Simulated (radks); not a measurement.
Results of a calculation; reference values are marked as such.
Excited configurations of neutral zinc: one electron is placed in a higher orbital outside [Ar] 3d10 4s1. The ground configuration is [Ar] 3d10 4s2. Level of theory: Dirac Kohn-Sham, PBE, spin-unpolarised, spherical densities, point nucleus; open shells are shared between the two j in proportion to 2j + 1 (a radial shooting solver on a logarithmic mesh with Libxc functionals). Excitation = E - E(ground); binding = E(ion) - E, where the ion is the core of charge +1; n* = 1/sqrt(2 binding) in atomic units, and the quantum defect is n - n*. Eigenvalue and <r> are those of j = l + 1/2.

| outer orbital | excitation (eV) | binding (eV) | n* | quantum defect | <r> (bohr) |
|---|---|---|---|---|---|
| 4d | 8.265 | 1.624 | 2.894 | 1.106 | 9.873 |
| 5s | 7.115 | 2.774 | 2.215 | 2.785 | 7.701 |
| 5p | 7.954 | 1.935 | 2.652 | 2.348 | 10.23 |
| 5f | 9.262 | 0.627 | 4.658 | 0.342 | 29.51 |
| 6f | 9.436 | 0.453 | 5.483 | 0.517 | 44.29 |
| 7p | 9.179 | 0.709 | 4.379 | 2.621 | 30.62 |
| 7f | 9.548 | 0.341 | 6.320 | 0.680 | 61.90 |

The Delta-SCF ionisation energy is 9.889 eV (NIST Atomic Spectra Database: 9.394 eV, measured). Self-interaction in the functional shifts the binding energies and quantum defects, so they are the method's values and not measured ones. Spin polarisation and multiplet splitting are left out, so open shells lie too high by an amount that depends on their filling.

Beside tabulated values, note that spin-unpolarised runs miss the spin-polarisation part of the exchange energy of open shells.
